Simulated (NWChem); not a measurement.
Species: CH2N cation; SMILES [NH+]#C

Results from NWChem. Pople sets run with spherical d functions. Coordinates come from a PBE0-D3(BJ)/def2-TZVP optimisation. B3LYP is NWChem's, with the RPA form of VWN correlation. Level: B3LYP/6-31G* with SMD (1 M gas to 1 M solution), gas-phase geometry. Reactions with the solvent are ignored.

Problem. Order these by “solvation free energy (kcal/mol)”, lowest first: 1,4-dioxane; dimethyl sulfoxide; 1-octanol.

Solution. dimethyl sulfoxide (-74.8), 1-octanol (-68.0), 1,4-dioxane (-41.1)
